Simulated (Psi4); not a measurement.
Pair of molecules, SMILES CO with SMILES Br (the first has 6 atoms); geometry from B3LYP-D3(BJ)/def2-TZVP, rigid monomers moved along the line of their centres of mass till O2···H8 is 1.60 Å.
(charge 0, multiplicity 1):
```xyz
8

C      0.56062    -0.27753    -0.17024
O     -0.53157    -0.25315     0.75537
H      0.20021    -0.23210    -1.20030
H      1.07563    -1.22292    -0.01576
H      1.26092     0.54109     0.01286
H     -1.01020     0.57794     0.66183
Br     0.78201    -0.39939     3.51005
H      0.08966    -0.36559     2.22663
```

These are SAPT0/aug-cc-pVDZ in Psi4 values and carry that method's errors.

Problem. Which attractive term is largest, and how does the interaction split up?

Solution. electrostatics -85.6, exchange 135.2, induction -52.6, dispersion -26.9, total -29.9 kJ/mol; the largest attraction is electrostatics.
